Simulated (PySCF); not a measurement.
# LaSi: one state, many levels of theory

State: quartet, about 0.0 electrons in the 4f shell (Mulliken). Set-up: PySCF, spin-free X2C with a Gaussian nucleus, basis sets La x2c-SVPall, Si x2c-SVPall. De refers to La (5d1 6s2) + Si in their high-spin ground configurations, without counterpoise correction. The functionals are run spin-unrestricted. A positive dipole means La(−)Si(+). Levels whose curve was spin-contaminated or gave no clean fit are not listed.

| Level | Re (Å) | ωe (cm⁻¹) | De (eV) | μ (D) |
| --- | --- | --- | --- | --- |
| UHF-CCSD(T) | 2.635 | 326 | 2.27 | n/a |
| PBE | 2.608 | 335 | 2.95 | -4.14 |
| r²SCAN | 2.605 | 342 | 2.74 | -5.00 |
| PBE0 | 2.589 | 354 | 2.75 | -4.74 |
| B97-3 | 2.603 | 345 | 2.47 | -4.74 |
| MN15 | 2.587 | 329 | 2.43 | -4.27 |

Which functional lies closest to UHF-CCSD(T) in De, which farthest, and by how much do they differ from it?

Closest is MN15 (-4.8 pm in Re, +0.9 % in ωe, +0.16 eV in De against UHF-CCSD(T) in the same basis), farthest PBE (-2.7 pm in Re, +2.8 % in ωe, +0.68 eV in De). CCSD(T) converges more slowly with the basis than the functionals do and binds too weakly in this one, so the order can change at the basis-set limit.

Correlated steps freeze 23 core orbitals. Correlated levels converge slowly with the basis: in double zeta they bind strong bonds too weakly, by up to about 1 eV, and carry superposition errors of some tenths. Spin–orbit coupling is left out, which matters for elements this heavy, above all for dissociation energies. With d or f electrons several states lie close, and the lowest PBE0 determinant need not be the measured ground state.

The whole job (state search and all levels along the bond) took about 10 min on 2 threads of Arm Neoverse V1 (shared host), peak memory 2.1 GiB.
